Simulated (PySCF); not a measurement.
## Fractional electron number in Si⁺ (silicon, charge +1)

The 3p alpha orbital of [Ne] 3s2 3p1 is emptied in steps (occupation f), with all orbitals relaxed, ending at [Ne] 3s2. Computed with PySCF 2.14 in aug-cc-pV(D+d)Z (5s4p3d, 32 functions), with the non-relativistic Hamiltonian (point nucleus). The exact energy is a straight line in f; departures are measured from the line between the end points of the same method.

Q: Among UHF, LDA, PBE, PBE0, r2SCAN, LC-wPBE, BHandHLYP, wB97X, r2SCAN0, B3LYP, which shows the largest delocalisation error (convex curve), and which is closest to linear?

A: Most convex: LDA (-1.081 eV at f = 0.5); closest to linear: UHF (0.086 eV).

```json
{"f": "1", "UHF (eV)": "0.000", "LDA (eV)": "0.000", "PBE (eV)": "0.000", "PBE0 (eV)": "0.000", "r2SCAN (eV)": "0.000", "LC-wPBE (eV)": "0.000", "BHandHLYP (eV)": "0.000", "wB97X (eV)": "0.000", "r2SCAN0 (eV)": "0.000", "B3LYP (eV)": "0.000"}
{"f": "0.9", "UHF (eV)": "0.032", "LDA (eV)": "-0.387", "PBE (eV)": "-0.380", "PBE0 (eV)": "-0.279", "r2SCAN (eV)": "-0.355", "LC-wPBE (eV)": "-0.042", "BHandHLYP (eV)": "-0.184", "wB97X (eV)": "-0.066", "r2SCAN0 (eV)": "-0.261", "B3LYP (eV)": "-0.305"}
{"f": "0.7", "UHF (eV)": "0.073", "LDA (eV)": "-0.906", "PBE (eV)": "-0.887", "PBE0 (eV)": "-0.650", "r2SCAN (eV)": "-0.822", "LC-wPBE (eV)": "-0.094", "BHandHLYP (eV)": "-0.428", "wB97X (eV)": "-0.152", "r2SCAN0 (eV)": "-0.604", "B3LYP (eV)": "-0.712"}
{"f": "0.5", "UHF (eV)": "0.086", "LDA (eV)": "-1.081", "PBE (eV)": "-1.054", "PBE0 (eV)": "-0.770", "r2SCAN (eV)": "-0.970", "LC-wPBE (eV)": "-0.106", "BHandHLYP (eV)": "-0.507", "wB97X (eV)": "-0.177", "r2SCAN0 (eV)": "-0.711", "B3LYP (eV)": "-0.846"}
{"f": "0.3", "UHF (eV)": "0.071", "LDA (eV)": "-0.908", "PBE (eV)": "-0.881", "PBE0 (eV)": "-0.641", "r2SCAN (eV)": "-0.806", "LC-wPBE (eV)": "-0.083", "BHandHLYP (eV)": "-0.424", "wB97X (eV)": "-0.144", "r2SCAN0 (eV)": "-0.589", "B3LYP (eV)": "-0.707"}
{"f": "0.1", "UHF (eV)": "0.030", "LDA (eV)": "-0.388", "PBE (eV)": "-0.374", "PBE0 (eV)": "-0.271", "r2SCAN (eV)": "-0.341", "LC-wPBE (eV)": "-0.032", "BHandHLYP (eV)": "-0.180", "wB97X (eV)": "-0.061", "r2SCAN0 (eV)": "-0.248", "B3LYP (eV)": "-0.301"}
{"f": "0", "UHF (eV)": "0.000", "LDA (eV)": "0.000", "PBE (eV)": "0.000", "PBE0 (eV)": "0.000", "r2SCAN (eV)": "0.000", "LC-wPBE (eV)": "0.000", "BHandHLYP (eV)": "0.000", "wB97X (eV)": "0.000", "r2SCAN0 (eV)": "0.000", "B3LYP (eV)": "0.000"}
```

| method | E(f=0) − E(f=1) (eV) | −ε at f=1 (eV) | −ε at f=0.5 (eV) |
| --- | --- | --- | --- |
| UHF | 15.826 | 16.180 | 15.821 |
| LDA | 16.369 | 12.082 | 16.362 |
| PBE | 16.425 | 12.205 | 16.443 |
| PBE0 | 16.441 | 13.337 | 16.465 |
| r2SCAN | 16.517 | 12.565 | 16.566 |
| LC-wPBE | 16.585 | 16.116 | 16.616 |
| BHandHLYP | 16.292 | 14.249 | 16.304 |
| wB97X | 16.316 | 15.575 | 16.340 |
| r2SCAN0 | 16.509 | 13.593 | 16.553 |
| B3LYP | 16.422 | 13.033 | 16.435 |

Reference removal energy between the ground levels: 16.346 eV (measured; NIST Atomic Spectra Database, ionization energies). The calculation has no spin-orbit coupling. UHF lacks correlation.
